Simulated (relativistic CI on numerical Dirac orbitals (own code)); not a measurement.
## Pr30+: computed level list

Computed by Dirac-Coulomb-Breit CI, KLI orbitals optimised for each configuration, a model potential for QED, unscaled Slater integrals (own radial code, finite nucleus).

Configuration list (outside the closed core [Ar]): 3d¹⁰4s, 3d¹⁰4p, 3d¹⁰4d, 3d¹⁰4f, 3d¹⁰5s, 3d¹⁰5p, 3d¹⁰5d, 3d¹⁰5f, 3d¹⁰5g, 3d⁹4p², 3d¹⁰6s, 3d¹⁰6p, 3d¹⁰6d, 3d⁸4s4p², 3d⁹4s², 3d¹⁰6f. Levels of other configurations are missing.

The lowest level is 3d¹⁰4s ²S1/2, with 100 % of that term; Hund's rules for 3d¹⁰4s give ²S with J = 1/2, in agreement.

| No. | Configuration | Term | J | E (10³ cm⁻¹) | % | Landé g | jj configuration (%) |
| --- | --- | --- | --- | --- | --- | --- | --- |
| 1 | 3d¹⁰4s | ²S | 1/2 | 0.0 | 100 | 1.999 | 4s (100) |
| 2 | 3d¹⁰4p | ²P° | 1/2 | 512.2 | 100 | 0.662 | 4p1/2 (100) |
| 3 | 3d¹⁰4p | ²P° | 3/2 | 753.3 | 100 | 1.331 | 4p3/2 (100) |
| 4 | 3d¹⁰4d | ²D | 3/2 | 1575.6 | 100 | 0.797 | 4d3/2 (100) |
| 5 | 3d¹⁰4d | ²D | 5/2 | 1624.8 | 100 | 1.198 | 4d5/2 (100) |
| 6 | 3d¹⁰4f | ²F° | 5/2 | 2504.7 | 100 | 0.855 | 4f5/2 (100) |
| 7 | 3d¹⁰4f | ²F° | 7/2 | 2513.4 | 100 | 1.141 | 4f7/2 (100) |
| 8 | 3d¹⁰5s | ²S | 1/2 | 3870.8 | 100 | 2.000 | 5s (100) |
| 9 | 3d¹⁰5p | ²P° | 1/2 | 4113.4 | 100 | 0.664 | 5p1/2 (100) |
| 10 | 3d¹⁰5p | ²P° | 3/2 | 4223.6 | 100 | 1.333 | 5p3/2 (100) |
| 11 | 3d¹⁰5d | ²D | 3/2 | 4607.2 | 100 | 0.798 | 5d3/2 (100) |
| 12 | 3d¹⁰5d | ²D | 5/2 | 4630.5 | 100 | 1.199 | 5d5/2 (100) |
| 13 | 3d¹⁰5f | ²F° | 5/2 | 5015.8 | 100 | 0.856 | 5f5/2 (100) |
| 14 | 3d¹⁰5f | ²F° | 7/2 | 5021.3 | 100 | 1.142 | 5f7/2 (100) |
| 15 | 3d¹⁰5g | ²G | 7/2 | 5187.7 | 100 | 0.888 | 5g7/2 (100) |
| 16 | 3d¹⁰5g | ²G | 9/2 | 5189.7 | 100 | 1.110 | 5g9/2 (100) |
| 17 | 3d¹⁰6s | ²S | 1/2 | 5756.8 | 100 | 2.001 | 6s (100) |
| 18 | 3d¹⁰6p | ²P° | 1/2 | 5890.0 | 100 | 0.665 | 6p1/2 (100) |
| 19 | 3d¹⁰6p | ²P° | 3/2 | 5949.8 | 100 | 1.333 | 6p3/2 (100) |
| 20 | 3d¹⁰6d | ²D | 3/2 | 6159.8 | 100 | 0.799 | 6d3/2 (100) |
| 21 | 3d¹⁰6d | ²D | 5/2 | 6172.8 | 100 | 1.200 | 6d5/2 (100) |
| 22 | 3d⁹4s² | ²D | 5/2 | 6338.8 | 99 | 1.194 | 3d5/2^5 (99) |
| 23 | 3d¹⁰6f | ²F° | 5/2 | 6380.2 | 100 | 0.856 | 6f5/2 (100) |
| 24 | 3d¹⁰6f | ²F° | 7/2 | 6383.6 | 100 | 1.142 | 6f7/2 (100) |
| 25 | 3d⁹4s² | ²D | 3/2 | 6510.2 | 99 | 0.793 | 3d3/2^3 3d5/2^6 (99) |
| 26 | 3d⁹4p²(1S) | ²D | 5/2 | 7369.1 | 30 | 1.206 | 3d5/2^5 4p1/2^2 (97) |
| 27 | 3d⁹4p²(3P) | ⁴F | 3/2 | 7542.8 | 38 | 0.840 | 3d3/2^3 3d5/2^6 4p1/2^2 (84) |
| 28 | 3d⁹4p²(3P) | ⁴D | 7/2 | 7568.5 | 54 | 1.326 | 3d5/2^5 4p1/2 4p3/2 (99) |
| 29 | 3d⁹4p²(3P) | ²F | 5/2 | 7590.4 | 47 | 1.142 | 3d5/2^5 4p1/2 4p3/2 (99) |
| 30 | 3d⁹4p²(3P) | ²D | 3/2 | 7590.7 | 44 | 1.109 | 3d5/2^5 4p1/2 4p3/2 (86) |
| 31 | 3d⁹4p²(1D) | ²G | 9/2 | 7600.5 | 61 | 1.193 | 3d5/2^5 4p1/2 4p3/2 (100) |
| 32 | 3d⁹4p²(1D) | ²P | 3/2 | 7611.6 | 52 | 1.135 | 3d5/2^5 4p1/2 4p3/2 (98) |
| 33 | 3d⁹4p²(1D) | ²D | 5/2 | 7613.6 | 58 | 1.281 | 3d5/2^5 4p1/2 4p3/2 (98) |
| 34 | 3d⁹4p²(1D) | ²S | 1/2 | 7613.8 | 46 | 1.325 | 3d5/2^5 4p1/2 4p3/2 (98) |
| 35 | 3d⁹4p²(1D) | ²F | 7/2 | 7620.7 | 63 | 1.178 | 3d5/2^5 4p1/2 4p3/2 (98) |
| 36 | 3d⁹4p²(3P) | ⁴D | 1/2 | 7730.3 | 82 | 0.216 | 3d3/2^3 3d5/2^6 4p1/2 4p3/2 (98) |
| 37 | 3d⁹4p²(3P) | ⁴F | 3/2 | 7754.7 | 48 | 0.827 | 3d3/2^3 3d5/2^6 4p1/2 4p3/2 (98) |
| 38 | 3d⁹4p²(3P) | ⁴F | 5/2 | 7757.8 | 54 | 1.063 | 3d3/2^3 3d5/2^6 4p1/2 4p3/2 (99) |
| 39 | 3d⁹4p²(1D) | ²G | 7/2 | 7773.8 | 59 | 1.021 | 3d3/2^3 3d5/2^6 4p1/2 4p3/2 (98) |
| 40 | 3d⁹4p²(1D) | ²P | 1/2 | 7783.8 | 51 | 1.554 | 3d3/2^3 3d5/2^6 4p1/2 4p3/2 (97) |
| 41 | 3d⁹4p²(1D) | ²F | 5/2 | 7791.6 | 47 | 1.093 | 3d3/2^3 3d5/2^6 4p1/2 4p3/2 (95) |
| 42 | 3d⁹4p²(1D) | ²D | 3/2 | 7797.9 | 45 | 1.221 | 3d3/2^3 3d5/2^6 4p1/2 4p3/2 (96) |
| 43 | 3d⁹4p²(3P) | ⁴F | 9/2 | 7838.5 | 61 | 1.243 | 3d5/2^5 4p3/2^2 (100) |
| 44 | 3d⁹4p²(1D) | ²F | 7/2 | 7844.4 | 70 | 1.210 | 3d5/2^5 4p3/2^2 (95) |
| 45 | 3d⁹4p²(3P) | ²P | 1/2 | 7847.0 | 76 | 0.940 | 3d5/2^5 4p3/2^2 (96) |
| 46 | 3d⁹4p²(1D) | ²D | 5/2 | 7863.3 | 76 | 1.239 | 3d5/2^5 4p3/2^2 (96) |
| 47 | 3d⁹4p²(3P) | ²P | 3/2 | 7864.4 | 61 | 1.219 | 3d5/2^5 4p3/2^2 (96) |
| 48 | 3d⁹4p²(1S) | ²D | 5/2 | 7924.0 | 72 | 1.183 | 3d5/2^5 4p3/2^2 (97) |
| 49 | 3d⁹4p²(1D) | ²D | 3/2 | 8006.8 | 37 | 1.191 | 3d3/2^3 3d5/2^6 4p3/2^2 (99) |
| 50 | 3d⁹4p²(3P) | ⁴P | 1/2 | 8013.9 | 56 | 1.938 | 3d3/2^3 3d5/2^6 4p3/2^2 (100) |
| 51 | 3d⁹4p²(3P) | ²F | 7/2 | 8017.1 | 39 | 1.085 | 3d3/2^3 3d5/2^6 4p3/2^2 (100) |
| 52 | 3d⁹4p²(1D) | ²F | 5/2 | 8022.3 | 44 | 1.069 | 3d3/2^3 3d5/2^6 4p3/2^2 (96) |
| 53 | 3d⁹4p²(1S) | ²D | 3/2 | 8094.6 | 76 | 0.814 | 3d3/2^3 3d5/2^6 4p3/2^2 (97) |

Energies count from the lowest computed level; ° marks odd parity. Percentages are summed over parent terms; the parents shown are those of the largest component, closed shells are left out there. Filled j subshells are mostly left out of the jj labels.

The mean weight of the leading LS term, summed over parents, in these 53 levels is 76 %, and that of the leading jj configuration (from the same eigenvectors) 98 %, so jj coupling describes them better and the LS labels are nominal.

At this charge energies of transitions that change n are usually good to better than 1 %, and those within a shell (Δn = 0) to a few per cent.

LS names give the leading component of a level, which can be under half, so a name can repeat, a term be missing and a line seem to break the LS rules.
